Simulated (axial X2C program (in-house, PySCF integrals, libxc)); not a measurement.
## Potential curves of NaV, scalar-relativistic

Computed with an axial X2C code built on PySCF integrals. Spin-free means the one-electron spin-free X2C Hamiltonian. Basis: V dyall-cv3z [10s10p6d4f2g], Na dyall-cv3z [9s8p5d2f] (cores contracted in-house); Gaussian nuclei, density fitting, unrestricted open shells. Masses: V 50.944 u, Na 22.990 u.

State: M_S = 2, Λ = 0 (beyond evenly filled blocks: π+α, π-α, δ+α, δ-α). Energies in eV from the lowest point of each curve. Fits are polynomials in 1 − R0/R over 0.85 to 1.23 times the lowest point R0.

```
 R (Å)     M06    PBE0
2.6622  0.0706  0.1364
2.7846  0.0173  0.0581
2.8764  0.0002  0.0233
2.9682  0.0000  0.0051
3.0600  0.0127  0.0000
3.1671  0.0419  0.0074
3.2742  0.0825  0.0257
3.4119  0.1460  0.0601
3.5802  0.2340  0.1127
3.8250  0.3728  0.1966
```

The state is one determinant whose occupation by symmetry is held fixed; it was picked as the lowest of a PBE0 search that is not exhaustive. Other states lie close and PBE0, whose exact exchange favours high spin, may order them wrongly; the determinant shown need not be the ground state. The nearest other spin-free determinant of the search, M_S = 2, Λ = 1, lies 0.019 eV up at the distance of the search. The determinant is spin-polarised beyond a pure state at some levels (its spin-free form has ⟨S²⟩ too high), which makes Re and μ there less reliable.

Q: Fit the M06 curve near its minimum: give the equilibrium distance and the harmonic wavenumber.

A: At M06, spin-free: Re = 2.925 Å, ωe ≈ 174 cm⁻¹; Be follows as 0.124 cm⁻¹.

Q: What are Re and ωe at the PBE0 level?

A: At PBE0, spin-free: Re = 3.053 Å, ωe ≈ 148 cm⁻¹; Be follows as 0.114 cm⁻¹.
